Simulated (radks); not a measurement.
Excited configurations of neutral arsenic: one electron is placed in a higher orbital outside [Ar] 3d10 4s2 4p2. The ground configuration is [Ar] 3d10 4s2 4p3. Method: Dirac Kohn-Sham, PBE, spin-unpolarised, spherical densities, finite nucleus; open shells fill j = l - 1/2 first; Fermi nuclear charge, rms radius 4.0968 fm; computed with a radial shooting solver on a logarithmic mesh with Libxc functionals. Excitation = E - E(ground); binding = E(ion) - E, where the ion is the core of charge +1; n* = 1/sqrt(2 binding) in atomic units, and the quantum defect is n - n*.

| outer orbital | excitation (eV) | binding (eV) | n* | eigenvalue (eV) | <r> (bohr) |
|---|---|---|---|---|---|
| 4f5/2 | 8.068 | 0.911 | 3.864 | -0.434 | 17.33 |
| 5s1/2 | 5.523 | 3.456 | 1.984 | -1.921 | 6.251 |
| 5p1/2 | 6.658 | 2.322 | 2.421 | -1.238 | 8.353 |
| 5d3/2 | 7.802 | 1.178 | 3.399 | -0.630 | 15.78 |
| 5f5/2 | 8.350 | 0.630 | 4.648 | -0.366 | 29.33 |
| 6s1/2 | 7.315 | 1.665 | 2.859 | -1.008 | 13.12 |
| 6p1/2 | 7.710 | 1.269 | 3.274 | -0.753 | 16.45 |
| 6d3/2 | 8.217 | 0.762 | 4.225 | -0.462 | 26.48 |
| 6f5/2 | 8.524 | 0.455 | 5.467 | -0.286 | 43.97 |
| 7s1/2 | 8.004 | 0.976 | 3.734 | -0.624 | 22.65 |
| 7p1/2 | 8.182 | 0.798 | 4.130 | -0.506 | 27.11 |
| 7d3/2 | 8.450 | 0.529 | 5.070 | -0.341 | 40.03 |

The Delta-SCF ionisation energy is 8.979 eV (NIST Atomic Spectra Database: 9.789 eV, measured). Self-interaction in the functional shifts the binding energies and quantum defects, so they are the method's values and not measured ones. Spin polarisation and multiplet splitting are left out, so open shells lie too high by an amount that depends on their filling.

Beside tabulated values, note that spin-unpolarised runs miss the spin-polarisation part of the exchange energy of open shells.
